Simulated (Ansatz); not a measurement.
Ansatz results at the PBE0-D4/def2-TZVP geometry: size of the dipole moment (B3LYP/def2-TZVPP) 5.73 D; LUMO energy (B3LYP/def2-TZVPP) -2.01 eV; HOMO–LUMO gap (PBE/def2-TZVPP) 2.82 eV.

Each molecule was computed in one conformer, which needn't be the lowest.

Question: Which molecule gave them?
A. `[O+]#[C][Ru-5]([C]#[O+])([C]#[O+])([C]#[O+])[n+]1ccccc1`
B. `C[N+]#[C][Mo-6]([C]#[O+])([C]#[O+])([C]#[O+])([C]#[O+])[C]#[O+]`
C. `C[S+](C)[W-6]([C]#[O+])([C]#[O+])([C]#[O+])([C]#[O+])[C]#[O+]`
D. `[O+]#[C][Ru-5]([C]#[O+])([C]#[O+])([C]#[O+])[O+]1CCCC1`

Answer: C. The others give `C[N+]#[C][Mo-6]([C]#[O+])([C]#[O+])([C]#[O+])([C]#[O+])[C]#[O+]`: 6.18, -1.49, 3.44; `[O+]#[C][Ru-5]([C]#[O+])([C]#[O+])([C]#[O+])[O+]1CCCC1`: 5.55, -2.14, 2.26; `[O+]#[C][Ru-5]([C]#[O+])([C]#[O+])([C]#[O+])[n+]1ccccc1`: 7.72, -2.13, 1.97.

B3LYP here is the variant with VWN-RPA as its local correlation; programs differ in this.
